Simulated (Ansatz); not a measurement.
An input meant for AlGe25H34²⁻, a doped nanocrystal cut from the lattice of germanium (Al on a surface site) (charge -2, doublet).

```yaml
crystal:
  periodic: [true, true, true]
  atoms:
    - {symbol: Ge, position_ang: [-4.121110, -1.251525, 2.236440]}
    - {symbol: Ge, position_ang: [-4.097432, 1.816991, -0.892468]}
    - {symbol: Ge, position_ang: [-1.520965, -3.993501, 2.053721]}
    - {symbol: Ge, position_ang: [1.566117, -3.909537, -1.010050]}
    - {symbol: Al, position_ang: [-1.447724, 1.733400, -3.938392]}
    - {symbol: Ge, position_ang: [1.395108, -1.142622, -3.733906]}
    - {symbol: Ge, position_ang: [-1.450571, -1.100211, -0.875223]}
    - {symbol: Ge, position_ang: [-1.330745, 1.710318, 1.933783]}
    - {symbol: Ge, position_ang: [1.464197, -1.190422, 1.874049]}
    - {symbol: Ge, position_ang: [1.407414, 1.683634, -0.910870]}
    - {symbol: Ge, position_ang: [-1.179832, 4.535269, -0.876706]}
    - {symbol: Ge, position_ang: [4.299788, -1.127537, -1.001245]}
    - {symbol: Ge, position_ang: [4.019694, 1.940216, 2.301388]}
    - {symbol: Ge, position_ang: [-2.796443, -2.499194, 0.614545]}
    - {symbol: Ge, position_ang: [-2.797490, 0.338843, -2.342455]}
    - {symbol: Ge, position_ang: [-2.852103, 0.479313, 3.380948]}
    - {symbol: Ge, position_ang: [-2.650369, 3.183746, 0.510301]}
    - {symbol: Ge, position_ang: [0.007148, -2.506624, -2.252870]}
    - {symbol: Ge, position_ang: [0.233740, -2.795357, 3.237905]}
    - {symbol: Ge, position_ang: [2.930950, -2.516307, 0.447312]}
    - {symbol: Ge, position_ang: [0.048170, 0.221134, -5.245075]}
    - {symbol: Ge, position_ang: [0.032292, 3.067845, -2.402646]}
    - {symbol: Ge, position_ang: [2.806145, 0.264048, -2.319293]}
    - {symbol: Ge, position_ang: [0.026153, 0.253128, 0.521497]}
    - {symbol: Ge, position_ang: [2.753610, 0.188200, 3.410782]}
    - {symbol: Ge, position_ang: [2.769735, 3.078666, 0.553038]}
    - {symbol: H, position_ang: [-4.615795, -2.256980, 3.306033]}
    - {symbol: H, position_ang: [-5.379361, -0.635178, 1.597963]}
    - {symbol: H, position_ang: [-4.911625, 2.791356, -1.782867]}
    - {symbol: H, position_ang: [-5.137226, 1.111188, 0.012468]}
    - {symbol: H, position_ang: [-2.478285, -4.601104, 3.108146]}
    - {symbol: H, position_ang: [-0.909547, -5.177667, 1.281179]}
    - {symbol: H, position_ang: [2.505234, -4.605943, -2.025569]}
    - {symbol: H, position_ang: [0.892234, -5.035028, -0.196438]}
    - {symbol: H, position_ang: [-2.392325, 2.691360, -4.824671]}
    - {symbol: H, position_ang: [2.351570, -2.146113, -4.438467]}
    - {symbol: H, position_ang: [-0.398099, 2.545110, 2.849624]}
    - {symbol: H, position_ang: [-2.070622, 5.538540, -1.651779]}
    - {symbol: H, position_ang: [-0.276125, 5.387520, 0.047861]}
    - {symbol: H, position_ang: [5.134647, -2.055979, -1.915001]}
    - {symbol: H, position_ang: [5.304082, -0.297743, -0.172173]}
    - {symbol: H, position_ang: [5.302746, 1.313419, 1.719825]}
    - {symbol: H, position_ang: [4.481585, 2.962277, 3.368564]}
    - {symbol: H, position_ang: [-3.775221, -3.369884, -0.214010]}
    - {symbol: H, position_ang: [-3.851811, -0.650586, -2.919700]}
    - {symbol: H, position_ang: [-3.852270, 1.473436, 4.017831]}
    - {symbol: H, position_ang: [-2.087545, -0.176773, 4.550867]}
    - {symbol: H, position_ang: [-3.512985, 4.070761, 1.447203]}
    - {symbol: H, position_ang: [-0.879953, -3.443456, -3.114650]}
    - {symbol: H, position_ang: [1.245358, -3.809511, 3.823495]}
    - {symbol: H, position_ang: [-0.404004, -2.072248, 4.443736]}
    - {symbol: H, position_ang: [3.817159, -3.406751, 1.356326]}
    - {symbol: H, position_ang: [-0.623671, -0.833725, -6.167815]}
    - {symbol: H, position_ang: [1.109177, 0.896024, -6.158682]}
    - {symbol: H, position_ang: [1.104380, 3.992488, -3.052365]}
    - {symbol: H, position_ang: [3.669447, 1.187150, -3.218334]}
    - {symbol: H, position_ang: [1.777147, 0.842048, 4.413726]}
    - {symbol: H, position_ang: [3.715078, -0.692467, 4.243730]}
    - {symbol: H, position_ang: [1.855608, 4.096029, 1.270143]}
    - {symbol: H, position_ang: [3.775570, 3.906555, -0.280732]}
basis:
  gaussian: {orbitals: def2-mTZVPP, fitting: {mean_field: def2-universal-jkfit}}
total_charge: -2
magnetization: {spin_polarized: true, initial_magnetization: 1}
hamiltonian: {xc: {name: r2SCANh}, dispersion: d3bj}
scf: {omitted_lower_state_checks: [starts]}
output: {forces: true}
```

```sh
$ ansatz run in.yaml --threads 11 --pin off --events-out ev --progress --plain --max-ram 110592MiB --backend cuda --devices 0, --max-vram 75GiB
```

Output, abridged:

```
Error: YAML parse error: error: line 2 column 3: crystal: missing field `lattice` (a structure is typed as `lattice` and `atoms`, a molecule's as `atoms` in Å alone, or read from a run's directory, `checkpoint`)
 --> <input>:2:3
1 | crystal:
2 |   periodic: [true, true, true]
3 |   atoms:
4 |     - {symbol: Ge, position_ang: [-4.121110, -1.251525, 2.236440]}
```

In this input the species is marked periodic without a cell. The input was rejected before any iteration.
